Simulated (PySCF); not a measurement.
hydrogen selenide cation (H2Se), SMILES [SeH2] (connectivity only; charge and spin as stated), charge +1, multiplicity 2. Atoms are numbered in the order given.

```xyz
3

Se     0.0000     0.0000     0.0585
H      0.0000    -1.0681    -0.9944
H      0.0000     1.0681    -0.9944
```
Charge +1, spin multiplicity 2.

Geometry: PBE-D3(BJ)/def2-TZVPD. The spin state was assumed, not searched.

Method: TDA-LC-ωPBE/def2-TZVPD (PySCF).

Vertical excitations. Isolated molecule, no solvent.

Give excitation energies, oscillator strengths and character. (An estimate is asked for; the answer gives what the named calculation found.)


```tsv
state	energy (eV)	λ (nm)	f	main pairs
root 1	3.18	390	0.003	β HOMO→LUMO 99 %
root 2	4.84	256	0.000	β HOMO−1→LUMO 98 %
root 3	7.28	170	0.000	α HOMO→LUMO 97 %
root 4	7.69	161	0.000	α HOMO−1→LUMO 41 %, β HOMO→LUMO+1 52 %
root 5	8.52	145	0.000	α HOMO→LUMO+1 90 %
root 6	8.61	144	0.000	α HOMO−2→LUMO 25 %, α HOMO−1→LUMO+1 20 %, β HOMO−1→LUMO+1 28 %, β HOMO→LUMO+2 18 %
root 7	9.95	125	0.000	α HOMO−1→LUMO+1 24 %, α HOMO−2→LUMO 21 %, β HOMO→LUMO+2 27 %, β HOMO−1→LUMO+1 22 %
root 8	10.04	123	0.092	α HOMO−1→LUMO 46 %, β HOMO→LUMO+1 35 %
root 9	10.49	118	0.070	α HOMO−1→LUMO+1 39 %, α HOMO−2→LUMO 10 %, β HOMO→LUMO+2 39 %, β HOMO−1→LUMO+1 7 %
root 10	10.59	117	0.000	α HOMO−2→LUMO+1 46 %, β HOMO−1→LUMO+2 37 %
```
Unrestricted roots are not spin-pure.
